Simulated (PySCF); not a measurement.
Compound: C9H13F.
Geometry (PBE0-D3(BJ)/def2-SVP, Å), atoms numbered from 1 in this order:
```xyz
23
C9H13F angstrom
C      2.251    1.861    0.984
C      1.656    0.678    0.833
C      1.032    0.205   -0.437
F      1.216    1.140   -1.427
C      1.395   -1.239   -0.826
C      0.096   -1.702   -0.141
C     -0.432   -0.259   -0.255
C     -1.444    0.328    0.737
C     -2.540    0.148   -0.332
C     -1.433    0.018   -1.395
H      2.686    2.158    1.941
H      2.322    2.560    0.147
H      1.587   -0.019    1.675
H      2.357   -1.639   -0.477
H      1.333   -1.336   -1.920
H      0.256   -1.999    0.907
H     -0.489   -2.489   -0.641
H     -1.564   -0.195    1.698
H     -1.227    1.389    0.938
H     -3.269    0.962   -0.457
H     -3.093   -0.794   -0.196
H     -1.540   -0.756   -2.171
H     -1.208    0.977   -1.882
```

Theory: PBE0-D3(BJ)/def2-SVP geometry optimisation, gas phase in PySCF.

Masses are those of the commonest isotopes; rigid-rotor values at the optimised geometry. The values belong to one conformer with, in the numbering `[CH2:1]=[CH:2][C@@:3]1([F:4])[CH2:5][CH2:6][C:7]12[CH2:8][CH2:9][CH2:10]2`, C1–C2–C3–F4 3°.

Problem. Give the principal moments of inertia and the rotational constants in GHz.

Solution. Ia = 246.43, Ib = 458.39, Ic = 503.54 u·Å²; 505379 MHz·u·Å²/I gives 2051, 1103 and 1004 MHz, that is A = 2.0508, B = 1.1025, C = 1.0037 GHz.

Problem. What kind of rotor is it?

Solution. An asymmetric top. Ray's parameter κ = (2B − A − C)/(A − C) = -0.811; −1 is the prolate and +1 the oblate limit.

Problem. What does the inertial defect say?

Solution. Not planar: Δ = Ic − Ia − Ib = -201.28 u·Å². For a rigid frame Δ = −2 Σ m c², so Σ m c² = 100.64 u·Å² lies off the ab plane: 20.34 from hydrogen and 80.30 from heavier atoms. The atom farthest from that plane is 2.04 Å away.

Problem. Give the other two planar moments, Paa and Pbb, and the rms extents of the mass along the axes.

Solution. Paa = Σ m a² = (Ib + Ic − Ia)/2 = 357.75 and Pbb = Σ m b² = (Ia + Ic − Ib)/2 = 145.79 u·Å². With the mass M = 140.10 u, the rms extents √(P/M) along a, b and c are 1.60, 1.02, 0.85 Å.

Problem. Which lines would a microwave search look for?

Solution. The dipole components are |μa| = 0.68 D, |μb| = 0.37 D, |μc| = 1.31 D. Intensities carry the squares of the components, which stand as 0.27 : 0.08 : 1.00 (a : b : c). Some lines, for components of 0.1 D or more:

| type | branch | J(Ka,Kc) | MHz | lower level (cm⁻¹) |
| --- | --- | --- | --- | --- |
| c | Q | 2(1,2) ← 2(0,2) | 857 | 0.211 |
| c | Q | 1(1,1) ← 1(0,1) | 948 | 0.070 |
| b | Q | 1(1,0) ← 1(0,1) | 1047 | 0.070 |
| b | Q | 2(1,1) ← 2(0,2) | 1153 | 0.211 |
| a | R | 1(0,1) ← 0(0,0) | 2106 | 0.000 |
| c | Q | 2(2,1) ← 2(1,1) | 2845 | 0.249 |
| b | Q | 2(2,0) ← 2(1,1) | 2852 | 0.249 |
| b | R | 1(1,1) ← 0(0,0) | 3054 | 0.000 |
| b | Q | 2(2,1) ← 2(1,2) | 3142 | 0.239 |
| c | R | 1(1,0) ← 0(0,0) | 3153 | 0.000 |
| b | R | 2(0,2) ← 1(1,1) | 3257 | 0.102 |
| a | R | 2(1,2) ← 1(1,1) | 4113 | 0.102 |
| a | R | 2(0,2) ← 1(0,1) | 4205 | 0.070 |
| a | R | 2(1,1) ← 1(1,0) | 4311 | 0.105 |
| b | R | 2(1,2) ← 1(0,1) | 5062 | 0.070 |
| c | R | 2(1,1) ← 1(0,1) | 5358 | 0.070 |
| b | R | 2(2,1) ← 1(1,0) | 7156 | 0.105 |
| c | R | 2(2,0) ← 1(1,0) | 7164 | 0.105 |
| c | R | 2(2,1) ← 1(1,1) | 7255 | 0.102 |
| b | R | 2(2,0) ← 1(1,1) | 7262 | 0.102 |

Problem. Estimate the classical rotational partition function at 25 K, 50 K and 200 K.

Solution. Point group C1, symmetry number σ = 1; q = (√π/σ)·√((kT/h)³/(ABC)), k/h = 20836.6 MHz/K: 14000 at 25 K, 39600 at 50 K, 317000 at 200 K.

Not checked by PBE0-D3(BJ)/def2-SVP frequencies. Zero-point vibration and centrifugal distortion are left out.
